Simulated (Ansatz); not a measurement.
Species: CH3Si, charge 0, multiplicity 2. It need not be the lowest isomer of its formula. 
Structure (B3LYP-D3(BJ)/def2-TZVP (Ansatz, a first-principles code) minimum search):
SMILES: [CH]=[SiH2]
```xyz
5

C     -1.1588    -0.2310    -0.0465
Si     0.4752     0.0947     0.0191
H     -2.2080    -0.4401    -0.0887
H      1.4943    -0.9666     0.1040
H      1.0136     1.4665    -0.0033
```
Charge 0, spin multiplicity 2.

Task: Give the harmonic wavenumbers at B3LYP-D3(BJ)/def2-TZVP (Ansatz, finite differences of forces, unscaled).

Result: 211, 322, 605, 663, 954, 1076, 2258, 2270, 3347 cm⁻¹. Zero-point energy 16.7 kcal/mol.

Task: From these and the geometry, give the ideal-gas thermochemistry at 298.15 K and 1 atm (rigid rotor, harmonic oscillator).

Result: Point group C2v, rotational symmetry number 2. Rotational constants 162.7, 15.88, 14.47 GHz. S(trans) 37.21, S(rot) 18.31, S(vib) 4.31, S(elec, spin only) 1.38, S 61.2 cal/(mol K). H(298) - H(0) 3.18 kcal/mol; G - E(el) 1.7 kcal/mol.
